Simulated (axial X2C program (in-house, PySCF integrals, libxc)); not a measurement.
# Worked dissociation energy of BiP⁻: PBE0, two-component

Calculated with an axial X2C code built on PySCF integrals. Two-component (2c) means X2C with spin–orbit coupling and atomic mean-field two-electron Coulomb and Gaunt terms. Basis: Bi dyall-acv3z [13s15p11d7f1g], P dyall-av3z [9s8p3d2f] (cores contracted in-house); Gaussian nuclei, density fitting, unrestricted open shells. Masses: Bi 208.980 u, P 30.974 u.

Molecular state: Ω = 1/2 (⟨Sz⟩ = -0.48, ⟨Lz⟩ = 0.98 at PBE0).

```
E(Bi-) (2M_J = 4) : -21542.994418 hartree
E(P) (2M_J = 3)   : -341.922255 hartree
E(BiP⁻) at Re     : -21885.025804 hartree
ωe                : 364.7 cm⁻¹
```

(1) Work out De and D0.

One determinant describes the state; a PBE0 search over occupations chose it and may have missed a lower one. De is counted from the lowest determinant-based energies of the atoms at the same level, without counterpoise correction. Density functionals use the spin component along the axis (collinear). Without a current term, density functionals place determinants with orbital angular momentum somewhat too high. The highest occupied level of some functionals is positive through self-interaction error; at Hartree–Fock it is bound. The determinant is spin-polarised beyond a pure state at some levels (its spin-free form has ⟨S²⟩ too high), which makes Re and μ there less reliable. PBE0 can misorder states that lie within some tenths of an eV, so this need not be the ground state of the molecule. The nearest other 2c determinant of the search, Ω = 3/2, lies 0.55 eV up at the distance of the search.

Each atomic determinant is the lowest at this level and need not be a pure J level. Totals compare only within one Hamiltonian and basis.

## Answers

(1) De = -21542.994418 + (-341.922255) − (-21885.025804) = 0.10913 hartree = 2.970 eV. The zero-point energy is ωe/2 = 182 cm⁻¹ = 0.023 eV, so D0 = 2.947 eV.
